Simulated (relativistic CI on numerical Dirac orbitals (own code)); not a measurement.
Input to a radial Dirac CI calculation:

```
atom Ba  Z=56  charge=54  electrons=2
nucleus A=138  rms_radius_fm=4.8378
hamiltonian dirac-coulomb  breit=on  qed=on  c_scale=1
orbitals kli  potential=per-configuration
slater_scale 1
correlation none
mixing on
configurations
  1s2
  1s 2p
  1p 2p
  1s 1p
end
```

(1) How did the run end?

## Answers

(1) The self-consistent field of one configuration failed: SCF of 1p 2p ended with code -1.
